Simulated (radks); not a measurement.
Species: Sr3+. Configuration: [Ar] 3d10 4s2 4p5.

Method: Dirac Kohn-Sham, LDA (Slater exchange, Perdew-Wang correlation), spin-unpolarised, spherical densities, point nucleus; open shells fill j = l - 1/2 first; computed with a radial shooting solver on a logarithmic mesh with Libxc functionals.

Energy parts (eV):
total: -86366.408
kinetic: 88940.970
electron-nucleus: -207487.101
Hartree: 34914.248
exchange-correlation: -2734.525

Orbitals (lengths in bohr, moments of r in powers of bohr; r(max) is where P^2 peaks):
orbital  occ.  eigenvalue (eV)   r(max)   <1/r>      <r>     <r^2>
1s1/2       2        -15937.41  0.02556   38.95  0.03921  0.002071
2s1/2       2        -2184.551   0.1454   8.768   0.1724   0.03510
2p1/2       2        -1992.476   0.1137   8.747   0.1476   0.02673
2p3/2       4        -1924.187   0.1171   8.407   0.1517   0.02814
3s1/2       2        -362.8401   0.4364   2.931   0.4927    0.2789
3p1/2       2        -293.0479   0.4249   2.825   0.4917    0.2826
3p3/2       4        -282.5452   0.4339   2.743   0.5022    0.2946
3d3/2       4        -159.5251   0.3739   2.523   0.4956    0.2995
3d5/2       6        -157.6883   0.3766   2.502   0.4993    0.3038
4s1/2       2         -69.1167    1.176   1.021    1.323     1.984
4p1/2       2         -51.1739    1.281  0.9063    1.472     2.474
4p3/2       3         -49.8605    1.306  0.8860    1.500     2.569

The highest occupied level is 4p3/2 at -49.860 eV. Summed over all electrons, <r^2> = 22.19 bohr^2, which gives a Langevin (diamagnetic) susceptibility term of -17.6 x 10^-6 cm^3/mol. The density falls to 0.001 e/bohr^3 at r = 3.15 bohr.
